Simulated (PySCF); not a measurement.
## Dipole response of Rh²⁺ (rhodium, charge +2)

[Kr] 4d6 5s1, high-spin 6D determinant (an excited configuration). Computed with PySCF 2.14 in aug-cc-pwCVTZ-DK, with the spin-free X2C one-electron Hamiltonian (Gaussian nucleus). Coupled (time-dependent) response in atomic units; α is the mean over directions.

| method | mean α (bohr³) | α xx, yy, zz | C₆ (like pair) | S(−4) |
| --- | --- | --- | --- | --- |
| BP86 | 18.18 | 17.95, 17.95, 18.64 | 101.3 | 199.2 |

S(−4) is the Cauchy moment in α(ω) = α(0) + S(−4) ω² + …

Spin-orbit coupling is absent.

α(iu) at BP86:

```
u (hartree)  α(iu) (bohr³)
          0          18.18
     0.0500          17.70
      0.100          16.45
      0.200          13.17
      0.300          10.40
      0.500          7.081
      0.750          5.018
       1.00          3.853
       1.50          2.541
       2.00          1.811
       3.00          1.047
       5.00         0.4748
```

A single London oscillator, α(iu) = α/(1 + u²/ω²), gives C₆ = (3/4) ω α². Matching the computed C₆ needs ω = 4 × 101.3 / (3 × 18.18²) = 0.409 hartree.

For an ion, C₆ is the dispersion term alone; charge-induced terms of lower order in 1/R come first.

The components differ because the open shell of this determinant is not spherical; for a pure term their mean is the scalar polarisability.
